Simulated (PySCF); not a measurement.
SMILES [OH][Sn]([OH])([SH])[SH] (H₄O₂S₂Sn) (B3LYP/def2-SVP optimised geometry):

```
9

O     -1.651     0.614     0.000
Sn    -0.775    -1.173     0.000
O     -1.248    -1.886     1.791
S      1.651    -1.173     0.000
S     -1.653    -2.429    -1.890
H     -1.356     1.173    -0.734
H     -2.123    -1.576     2.071
H      1.663    -1.194     1.355
H     -0.678    -3.365    -1.780
```

Method: B3LYP/def2-TZVP, def2 effective core potentials past Kr in PySCF 2.14.0.

Task: What are the frontier orbital energies and the dipole moment?

Result: HOMO-2 -8.37 eV, HOMO-1 -7.66 eV, HOMO -7.64 eV, LUMO -2.46 eV, LUMO+1 -0.47 eV; dipole moment 0.80 D.

On the same geometry PySCF 2.14.0 with PBE/def2-TZVP, def2 effective core potentials past Kr gives HOMO-2 -7.19 eV, HOMO-1 -6.64 eV, HOMO -6.62 eV, LUMO -3.04 eV, LUMO+1 -1.04 eV; dipole moment 0.65 D.
